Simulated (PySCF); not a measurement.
# What a mistake does to a calculation on CGeH6NSi cation

These are calculations, not measurements. The program is PySCF 2.14.0, an open-source quantum chemistry code, run on an isolated molecule that a program drew, which may never have been made. The molecule is CGeH6NSi cation (charge +1, singlet), drawn as the SMILES string `[NH2][GeH]=[CH][SiH2+]`.

Each row is a Hartree-Fock (HF) and frozen-core CCSD(T) single point in the cc-pV(D+d)Z basis, meant for a local HF minimum. Run 1 is clean. Each other run has one planted mistake out of seven kinds, and not every kind appears here: one electron removed, one electron added, multiplicity raised by two, geometry at a saddle point, minimal basis STO-3G, one bond length entered in bohr, all coordinates scaled. The reference is restricted for singlets and unrestricted otherwise, and also for a bond in bohr. Adding or removing an electron swaps singlet and doublet. Electrons count all cores. HOMO and LUMO are orbital energies over both spins, the gradient is its largest component, and the lowest frequency (negative if imaginary) is given only where the gradient is small. Bond lengths are over the 9 bonds as drawn. T1 is the CCSD diagnostic: over 0.02 (restricted) or 0.045 (unrestricted) a single reference is doubtful. Germanium has the cc-pVDZ-PP basis, with a core potential (ECP10MDF) in place of its 10 inner electrons, and its 3s, 3p and 3d shells are frozen in CCSD(T).

Geometry of the clean run:
```xyz
10
CGeH6NSi cation, angstrom
N    -1.9545    0.4705   -2.8039
Ge   -0.5189    0.4822   -3.8000
C     1.1443   -0.0125   -3.2068
Si    1.5910   -0.5570   -1.6388
H    -1.9873    0.1961   -1.8404
H    -2.8490    0.7485   -3.1647
H    -0.7946    0.9454   -5.2079
H     1.9177    0.0593   -3.9667
H     0.6006   -0.6783   -0.5657
H     2.9669   -0.9214   -1.3042
```

```
run,electrons,basis functions,<S^2>,HOMO (eV),LUMO (eV),gradient (hartree/bohr),lowest frequency (cm^-1),mean bond (Å),longest bond (Å),T1,HF (hartree),CCSD(T) (hartree),mistake
1,64,104,0.000,-14.21,-3.88,2.1e-05,114,1.4253,1.834,0.0179,-677.86079,-678.40180,no fault
2,63,104,0.772,-20.92,-11.66,7.2e-02,-,1.4253,1.834,0.0299,-677.39421,-677.89442,one electron removed
3,64,104,2.026,-10.86,-5.67,1.1e-01,-,1.4253,1.834,0.0250,-677.76792,-678.28430,?
4,64,104,0.695,-14.15,-3.94,3.1e-02,-,1.5245,1.897,0.0641,-677.70534,-678.25042,?
```

**Which mistake was planted in run 3, and what did it cost?**

Electrons, basis and geometry are unchanged, and <S^2> is 2.026, beside S(S+1) = 2.00 for a multiplicity of 3. So the mistake is: multiplicity raised by two. Subtracting run 1 and multiplying by 627.51 kcal/mol a hartree, the energy moved by 58.3 kcal/mol in HF and 73.7 kcal/mol in CCSD(T).

**Which mistake was planted in run 4, and what did it cost?**

The mean bond changes by a factor of 1.070 and the longest by 1.034, so the molecule wasn't scaled as a whole. A length L in bohr read as angstrom grows by (1/0.5292 - 1) L = 0.890 L. The 9 bonds together grew by 9 x 0.0992 = 0.893 Å, which gives L = 1.003 Å. That is the length of one of the H-N bonds, 1.004 Å in the clean geometry. So the mistake is: one bond length entered in bohr. Subtracting run 1 and multiplying by 627.51 kcal/mol a hartree, the energy moved by 97.5 kcal/mol in HF and 95.0 kcal/mol in CCSD(T).

Cautions from the logs. Run 4: T1 is over the limit, so its CCSD(T) energy is less reliable.
